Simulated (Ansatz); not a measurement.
Ideal-gas functions of `[Sb]#[Sb]` at 400 K and 1 bar, from an Ansatz frequency run at PBE0-D4/def2-TZVP.

Molar mass 243.52 g/mol, point group D∞h (symmetry number 2), electronic degeneracy 1, moments of inertia 369.706 u Å². Harmonic wavenumbers (cm⁻¹, unscaled): 297.

Use S(trans) = R[1.5 ln M + 2.5 ln T − 1.1517]; rotational temperatures θ = 24.2544 K / I; S(rot) = R[ln(T/σθ) + 1]; for each mode x = 1.438777 ν̃/T, S = R[x/(eˣ − 1) − ln(1 − e⁻ˣ)] and H = RT x/(eˣ − 1); 1 cm⁻¹ = 0.0119627 kJ/mol; R = 8.31446 J/(mol·K).

By hand: the entropy, in J/(mol·K).

Translation 183.5. Rotation: θ = 0.0656 K, giving 75.0. Vibration, mode by mode: 8.15, in all 8.1. Electronic 0.0. Sum 266.6 J/(mol·K).

By hand: H − E and G − E in kJ/mol, counted from the electronic energy.

Zero-point energy ½ × 297 × 0.0119627 = 1.8; thermal vibration 1.9; translation, rotation and pV give 3.5 RT = 11.6. H − E = 15.3 kJ/mol, and G − E = 15.3 − 400 × 266.6/1000 = -91.3 kJ/mol.

Vibration gives 3 % of the entropy.
